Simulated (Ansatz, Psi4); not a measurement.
C2H3I (vinyl iodide): the vertical ionisation energy from total energies

C2H3I: 6 atoms, total charge 0, spin state singlet. As SMILES, `C=CI`. The coordinates come from a PBE0-D4/def2-TZVP relaxation.

Both states at this one shape; open shells run unrestricted unless said. 1 Eh = 27.2114 eV.

| level | program | singlet C2H3I (Eh) | doublet C2H3I+ (Eh) |
| --- | --- | --- | --- |
| SVWN5/def2-SVP (core potential) | Ansatz | -374.476004 | -374.133956 |
| M06-2X/def2-SVP (core potential) | Psi4 | -375.504775 | -375.161043 |
| CCSD(T)/def2-SVP (core potential), 6 core orbitals frozen | Ansatz | -374.473152 | -374.138360 |

**Question.** Work out the vertical ionisation energy at each level.

**Answer.** 
1. SVWN5/def2-SVP (core potential): -374.133956 − (-374.476004) = 0.342048 Eh = 9.31 eV.
2. M06-2X/def2-SVP (core potential): -375.161043 − (-375.504775) = 0.343732 Eh = 9.35 eV.
3. CCSD(T)/def2-SVP (core potential): -374.138360 − (-374.473152) = 0.334792 Eh = 9.11 eV.

No measured value is set beside it here; the levels span 9.11 to 9.35 eV. Spin-orbit coupling, which splits open shells on such heavy atoms by tenths of an eV, is left out. The second state is spin-contaminated at CCSD(T)/def2-SVP (core potential) (⟨S²⟩ = 0.85).
